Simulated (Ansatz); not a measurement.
Consider the formal exchange of groups at the Si–O bond: `O[SiH2]B(O)F` + SiH₄ → `OB(F)[SiH2][SiH3]` + H₂O.

Calculated with Ansatz (gas phase, PBE0-D4/def2-TZVP geometries, no zero-point term in ΔE). CCSD(T)/CBS is the MP2 limit (def2-TZVPP, def2-QZVPP) plus CCSD(T) − MP2 in def2-TZVPP, frozen cores. This one scheme is used for every species. Functionals use def2-TZVPP. Each species was taken in one conformer, which may not be the lowest.

`O[SiH2]B(O)F`:

```xyz
9

O    -0.812    1.378    1.444
Si   -1.000    0.272    0.229
B     0.800   -0.467   -0.367
O     0.891   -1.561   -1.147
F     1.931    0.154    0.005
H    -0.045    1.950    1.397
H    -1.878   -0.796    0.766
H    -1.684    0.873   -0.954
H     1.797   -1.802   -1.373
```

SiH₄:

```xyz
5

Si    0.000    0.000    0.000
H    -0.573    1.336   -0.301
H     0.416   -0.656   -1.265
H    -1.023   -0.836    0.678
H     1.180    0.156    0.888
```

`OB(F)[SiH2][SiH3]`:

Z-matrix (Å, degrees):
```
Si
Si 1 2.342
B 1 2.028 2 109.1
H 1 1.488 2 109.1 3 -121.3
H 1 1.489 2 108.6 3 120.1
H 2 1.488 1 110.1 3 60.5
H 2 1.488 1 111.0 3 -179.2
H 2 1.488 1 110.0 3 -58.9
F 3 1.338 1 120.2 2 82.3
O 3 1.348 1 120.9 2 -95.6
H 10 0.965 3 113.4 1 177.8
```

H₂O:

```xyz
3

O    -0.032   -0.253   -0.294
H    -0.400    0.632   -0.242
H     0.432   -0.379    0.536
```

```csv
level,ΔE (kcal/mol)
B2PLYP,19.4
MP2/def2-TZVPP,18.9
CCSD(T)/def2-TZVPP,17.5
MP2/CBS(def2),18.2
```

(1) What does CCSD(T)/CBS give? (Best estimate.)

Largest T1 diagnostic among the species: 0.014.

Results:

(1) Computed: +16.9 kcal/mol. The listed levels differ from it by 2.5, 2.0, 0.6, 1.3 kcal/mol.

The D4 term adds −1.2 kcal/mol with B3LYP and −0.7 kcal/mol with PBE0; it sums over pairs of atoms, weighted by their polarisabilities, and B3LYP, whose exchange is more repulsive, gets the larger term. In def2-TZVPP, CCSD(T) changes the Hartree–Fock value by −6.6 kcal/mol (the triples alone add −0.9 kcal/mol) and MP2 by −5.3 kcal/mol. From PBE to PBE0 (25 % exact exchange), in def2-TZVPP and without D4, ΔE moves by +1.1 kcal/mol.

B3LYP here is the variant with VWN-RPA as its local correlation; programs differ in this.
